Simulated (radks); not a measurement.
These are the eigenvalues of the occupied orbitals of an atom or ion with whole-number occupations (eV). Calculated with a radial shooting solver on a logarithmic mesh with Libxc functionals: scalar-relativistic Kohn-Sham, PBE, spin-unpolarised, spherical densities, finite nucleus; Fermi nuclear charge, rms radius of each element as measured or else 0.836 A^(1/3) + 0.57 fm.

orbital  eigenvalue
1s        -26622.99
2s        -4037.140
2p        -3632.764
3s        -831.7898
3p        -699.1264
3d        -491.6930
4s        -199.0893
4p        -158.8660
4d         -99.2296

Which element is it, and in what charge state? The configuration may be excited.

Answer. Z = 48, cadmium, charge +6: Cd6+ in [Kr] 4d6. The list shows which subshells hold electrons but not how many an open one holds; the 1s level, -978.38 hartree, gives Z - s = 44.2 by -(Z - s)^2/2, which with screening and relativity narrows Z to a few neighbours, and the depths of the outer levels then fix element, charge and occupations together.
